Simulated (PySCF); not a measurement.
O³⁺ (oxygen, charge +3) across methods

[He] 2s2 2p1, 2P determinant. Computed with PySCF 2.14 in ANO-RCC-VTZP, with scalar relativity by spin-free X2C-1e.

```csv
method,E (hartree),mean ε 2s α (eV),mean ε 2s β (eV),mean ε 2p α (eV),Σ⟨r²⟩ (bohr²),⟨S²⟩
PBE0,-71.2356,-83.195,-80.156,-69.657,3.396,0.751
LDA,-70.7215,-79.998,-77.544,-66.280,3.419,0.751
r2SCAN,-71.2629,-81.069,-78.253,-67.856,3.396,0.752
PBEsol,-70.9783,-80.030,-77.573,-66.324,3.409,0.751
M06-2X,-71.3064,-85.737,-82.503,-72.132,3.387,0.751
UHF,-71.15105,-91.139,-85.675,-78.104,3.403,0.753
LC-wPBE,-71.2447,-85.937,-83.309,-72.338,3.400,0.751
revPBE,-71.2916,-80.261,-77.882,-66.672,3.397,0.751
```

(1) Estimate the same row for PBE.

## Answers

(1) E (hartree) = -71.2221; mean ε 2s α (eV) = -80.242; mean ε 2s β (eV) = -77.850; mean ε 2p α (eV) = -66.659; Σ⟨r²⟩ (bohr²) = 3.398; ⟨S²⟩ = 0.751.
